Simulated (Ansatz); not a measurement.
```yaml
atoms:
  - { symbol: F, position_ang: [0.0302, -0.3499, -1.2142] }
  - { symbol: H, position_ang: [0.0229, 0.4116, -0.8069] }
  - { symbol: F, position_ang: [0.0364, 0.3756, 1.1608] }
  - { symbol: H, position_ang: [0.0004, -0.4963, 0.8271] }
```

Basis set: def2-TZVP (spherical functions). Left uncorrelated: 2 orbitals. Charge 0, multiplicity 1.

Computed with Ansatz (development build ahead of 0.2.0); each method stands on the lowest determinant of its kind that the runs found. Restricted open shells among the atoms or ions are ROHF, correlated in semicanonical orbitals with singles.

The atomization energy at this shape (free ground-state atoms in the same class of orbitals less the molecule, no zero-point energy) of singlet H2F2:

```json
{"method": "RHF-MP2", "atomization energy": "12.00 eV"}
```

(1) What does RHF give?

Results:

(1) 8.50 eV.
